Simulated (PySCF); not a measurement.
Ionisation energy along the 4-electron series

Calculated with PySCF 2.14 and a two-component X2C-1e Hamiltonian (Gaussian nucleus, no Breit or QED terms), each ion in its own even-tempered basis scaled to its charge; GMP2 freezes nothing and drops the highest virtual spinors. Values in eV. NIST values: (m) measured, (s) semi-empirical, (t) theoretical.

```json
{"ion": "Nb³⁷⁺", "configuration": "[He] 2s2", "GMP2 (spin-free)": "5267.2", "GHF (screened spin-orbit)": "5261.5", "GMP2 (screened spin-orbit)": "5267.4", "NIST": "5265 ± 5 (s)"}
{"ion": "Mo³⁸⁺", "configuration": "[He] 2s2", "GMP2 (spin-free)": "5550.1", "GHF (screened spin-orbit)": "5544.4", "GMP2 (screened spin-orbit)": "5550.3", "NIST": "5548 ± 5 (s)"}
{"ion": "Tc³⁹⁺", "configuration": "[He] 2s2", "GMP2 (spin-free)": "5841.1", "GHF (screened spin-orbit)": "5835.3", "GMP2 (screened spin-orbit)": "5841.3", "NIST": "5838 ± 6 (s)"}
```

Between Z = 41 and Z = 43 the GMP2 (screened spin-orbit) value grows as Z to the power 2.17.
